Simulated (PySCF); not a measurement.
From a log to its input

A PySCF 2.14 run on the atoms Li 0 0 0; Br 0 0 2.232 (angstrom) printed this (some set-up lines and the per-cycle HOMO/LUMO lines with their warnings removed):

```
PySCF version 2.14.0


nuclear repulsion = 24.8940892233871
number of shells = 24
number of NR pGTOs = 112
number of NR cGTOs = 58
basis = jorge-dzp-dkh
ecp = {}

******** <class 'pyscf.x2c.sfx2c1e.sfX2C1eRHF'> ********
method = sfX2C1eRHF
initial guess = minao
damping factor = 0
level_shift factor = 0
DIIS = <class 'pyscf.scf.diis.CDIIS'>
SCF conv_tol = 1e-09
SCF max_cycles = 50

******** <class 'pyscf.x2c.sfx2c1e.SpinFreeX2CHelper'> ********
approx = 1e
xuncontract = 1
Initial guess from minao.
init E= -2611.62725051964
cycle= 1 E= -2611.81806595221  delta_E= -0.191  |g|= 0.246  |ddm|= 0.886
cycle= 2 E= -2611.8384450869  delta_E= -0.0204  |g|= 0.163  |ddm|= 0.612
cycle= 3 E= -2611.84082264916  delta_E= -0.00238  |g|= 0.0215  |ddm|= 0.125
cycle= 4 E= -2611.84093615694  delta_E= -0.000114  |g|= 0.00467  |ddm|= 0.0312
cycle= 5 E= -2611.8409598205  delta_E= -2.37e-05  |g|= 0.00128  |ddm|= 0.0146
cycle= 6 E= -2611.84096239086  delta_E= -2.57e-06  |g|= 0.000358  |ddm|= 0.00534
cycle= 7 E= -2611.84096259367  delta_E= -2.03e-07  |g|= 8.98e-05  |ddm|= 0.00173
cycle= 8 E= -2611.84096259975  delta_E= -6.08e-09  |g|= 1.53e-05  |ddm|= 0.000278
cycle= 9 E= -2611.84096259993  delta_E= -1.8e-10  |g|= 3.24e-06  |ddm|= 4.46e-05
Extra cycle  E= -2611.84096259994  delta_E= -8.19e-12  |g|= 1.08e-06  |ddm|= 9.97e-06
converged SCF energy = -2611.84096259994
rhf_internal: lowest eigs of H = [0.75179684 0.75179908 0.84171694]
<class 'pyscf.x2c.sfx2c1e.sfX2C1eRHF'> wavefunction is stable in the internal stability analysis
rhf_real2complex: lowest eigs of H = [0.18365415 0.1836552  0.20651667]
<class 'pyscf.x2c.sfx2c1e.sfX2C1eRHF'> wavefunction is stable in the real -> complex stability analysis
rhf_external: lowest eigs of H = [0.17122589 0.17122786 0.17347366]
<class 'pyscf.x2c.sfx2c1e.sfX2C1eRHF'> wavefunction is stable in the RHF/RKS -> UHF/UKS stability analysis
Dipole moment(X, Y, Z, Debye): -0.00000, -0.00000, -7.80328
orbital energies (hartree): [-0.3728 -0.3463 -0.3463 -0.0149  0.0395  0.0395]
```

Write the input that gave this log.

The input was:

```python
from pyscf import gto, scf

mol = gto.M(
    atom='Li 0 0 0; Br 0 0 2.232',
    basis='jorge-dzp-dkh',
    charge=0,
    spin=0,
    verbose=4,
)
mf = scf.RHF(mol)
mf = mf.sfx2c1e()
mf.kernel()
mf.stability(internal=True, external=True)
mf.dip_moment()
print('orbital energies (hartree):', mf.mo_energy[..., max(0, mol.nelec[1]-3):mol.nelec[0]+3].round(4))
```

The bond length is a typed value, not an optimised one.
